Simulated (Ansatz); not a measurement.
A nudged elastic band was laid between two geometries of C₂H₅MgSi (9 atoms, charge 1, multiplicity 1).

Level of theory: RHF/def2-SVP in Ansatz 0.2.0.

```yaml
movable_images: 8
climbing_image: no
spring: 5.0 eV/Å²
optimiser: quadratic models (default)
start_path: through a guess of the saddle point
force_threshold: 0.05 eV/Å
iteration_limit: 60
end_points: relaxed
```

Initial state:

```xyz
9
Properties=species:S:1:pos:R:3
Mg -0.608 2.249 -1.530
C -0.438 0.291 -0.560
C 0.425 -0.026 0.453
Si 0.441 -1.676 1.121
H -0.708 3.761 -2.243
H -1.078 -0.532 -0.887
H 1.110 0.713 0.862
H 1.329 -2.101 2.204
H -0.474 -2.680 0.579
```

Final state:

```xyz
9
Properties=species:S:1:pos:R:3
Mg -0.610 2.250 -1.527
C -0.434 0.291 -0.561
C 0.430 -0.026 0.451
Si 0.439 -1.675 1.122
H -0.714 3.761 -2.241
H -1.075 -0.531 -0.889
H 1.117 0.710 0.860
H -0.481 -2.677 0.581
H 1.327 -2.103 2.204
```

Question: What changes between the two ends?

Answer: No bond is made or broken. The dihedral C2–C3–Si4–H8 goes from -180 to 0°. The two ends are copies of one structure, up to a mirror image or an exchange of like atoms.

Question: What energy profile does the band end with?

Answer: It converged. The highest image is number 6 of 0 to 9, 0.34 eV above the ends, which have the same energy within 2 meV. Beside the main top the profile has a ripple of under 15 meV (maxima at images 3, 6), which may be a very shallow well or noise. No image climbed, so the highest image needn't sit at the top of the path. Limits of this set-up: the dipole of an ion depends on the origin.

```json
{"image": "0", "path coordinate (Å)": "0.00", "energy (eV)": "0.00", "dihedral C2–C3–Si4–H8 (°)": "-180"}
{"image": "1", "path coordinate (Å)": "0.67", "energy (eV)": "0.04", "dihedral C2–C3–Si4–H8 (°)": "-160"}
{"image": "2", "path coordinate (Å)": "1.35", "energy (eV)": "0.17", "dihedral C2–C3–Si4–H8 (°)": "-134"}
{"image": "3", "path coordinate (Å)": "2.02", "energy (eV)": "0.34", "dihedral C2–C3–Si4–H8 (°)": "-111"}
{"image": "4", "path coordinate (Å)": "2.69", "energy (eV)": "0.34", "dihedral C2–C3–Si4–H8 (°)": "-96"}
{"image": "5", "path coordinate (Å)": "3.36", "energy (eV)": "0.34", "dihedral C2–C3–Si4–H8 (°)": "-81"}
{"image": "6", "path coordinate (Å)": "4.03", "energy (eV)": "0.34", "dihedral C2–C3–Si4–H8 (°)": "-59"}
{"image": "7", "path coordinate (Å)": "4.71", "energy (eV)": "0.18", "dihedral C2–C3–Si4–H8 (°)": "-37"}
{"image": "8", "path coordinate (Å)": "5.38", "energy (eV)": "0.04", "dihedral C2–C3–Si4–H8 (°)": "-15"}
{"image": "9", "path coordinate (Å)": "6.05", "energy (eV)": "0.00", "dihedral C2–C3–Si4–H8 (°)": "0"}
```

Question: What is the geometry of the highest image?

Answer: 
```xyz
9
Properties=species:S:1:pos:R:3:forces:R:3
Mg -0.673 2.110 -1.442 0.00 0.02 0.00
C -0.347 0.387 -0.135 -0.03 0.02 0.00
C 0.754 0.086 0.588 -0.02 -0.02 0.00
Si 0.407 -1.631 0.910 0.03 -0.01 0.01
H -0.942 3.414 -2.455 0.01 0.01 -0.01
H -1.195 -0.319 -0.060 -0.05 0.05 0.04
H 1.655 0.682 0.642 0.00 -0.03 -0.04
H -0.820 -1.986 1.619 -0.02 -0.02 -0.05
H 1.161 -2.744 0.333 0.07 -0.02 0.06
```

The run took 4.7 min on 1 CPU thread of a shared host.
